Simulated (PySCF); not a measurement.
Bond curve of TbCl

Set-up: PySCF, spin-free X2C with a Gaussian nucleus, basis sets Tb x2c-SVPall, Cl x2c-SVPall. Energies in eV from Tb (4f9 6s2) + Cl in their ground configurations at the same level. State: septet, about 8.3 electrons in the 4f shell (Mulliken), real f orbitals that mix terms.

All columns are HSE06. A positive dipole means Tb(−)Cl(+).

| R (Å) | E (eV) | μ (D) | Mulliken charge on Tb (basis-dependent) | HOMO (eV) | LUMO (eV) | Mayer bond order | ⟨S²⟩ |
| --- | --- | --- | --- | --- | --- | --- | --- |
| 2.086 | -3.912 | -1.50 | 0.03 | -4.03 | -1.98 | 1.64 | 12.01 |
| 2.183 | -4.529 | -1.85 | 0.10 | -4.11 | -2.24 | 1.53 | 12.02 |
| 2.280 | -4.859 | -2.25 | 0.17 | -4.20 | -2.46 | 1.43 | 12.02 |
| 2.352 | -4.971 | -2.58 | 0.21 | -4.25 | -2.59 | 1.36 | 12.02 |
| 2.425 | -4.999 | -2.93 | 0.25 | -4.31 | -2.71 | 1.30 | 12.02 |
| 2.498 | -4.964 | -3.30 | 0.29 | -4.36 | -2.81 | 1.24 | 12.02 |
| 2.595 | -4.846 | -3.82 | 0.33 | -4.43 | -2.92 | 1.18 | 12.02 |
| 2.716 | -4.626 | -4.48 | 0.37 | -4.50 | -3.04 | 1.11 | 12.02 |
| 2.861 | -4.301 | -5.29 | 0.41 | -4.59 | -3.17 | 1.05 | 12.02 |
| 3.055 | -3.828 | -6.38 | 0.45 | -4.70 | -3.32 | 0.98 | 12.02 |

A fit through these points gives, at Re = 2.417 Å, μ = -2.89 D and dμ/dR = -4.96 D/Å; the reduced mass is 28.66 u.

Question: How strong is the fundamental in the double-harmonic approximation, I = 42.26·(dμ/dR)²/μred km/mol?

Answer: I = 42.26·(-4.96)²/28.66 = 36.3 km/mol at HSE06.

Spin–orbit coupling is left out, which matters for elements this heavy, above all for dissociation energies. With d or f electrons several states lie close, and the lowest PBE0 determinant need not be the measured ground state.
